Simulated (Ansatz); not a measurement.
Consider the isomerisation: `N[SiH](O)[SnH3]` → `N[SiH2][O][SnH3]`.

Calculated with Ansatz (gas phase, PBE0-D4/def2-TZVP geometries, no zero-point term in ΔE). CCSD(T)/CBS is the MP2 limit (def2-TZVPP, def2-QZVPP) plus CCSD(T) − MP2 in def2-TZVPP, frozen cores. DFT in def2-TZVPP. B3LYP here is the variant with VWN-RPA as its local correlation; programs differ in this. def2 core potentials past Kr. For Sn outer-core shells are correlated without core-valence functions, which leaves a few kJ/mol of doubt a bond. Each species was taken in one conformer, which may not be the lowest.

CCSD(T)/CBS gives -0.25 eV.

**Question.** Another level gave -0.26 eV. Which?
A. B3LYP-D4/def2-TZVPP
B. SCS-MP2/def2-TZVPP
C. CCSD(T)/def2-TZVPP
D. PBE0/def2-TZVPP

**Answer.** C. CCSD(T)/def2-TZVPP -0.26, B3LYP-D4 -0.21, PBE0 -0.07, SCS-MP2/def2-TZVPP -0.34 eV.

Largest T1 diagnostic among the species: 0.013.

In def2-TZVPP, CCSD(T) changes the Hartree–Fock value by +0.15 eV (the triples alone add +0.00 eV) and MP2 by +0.14 eV.
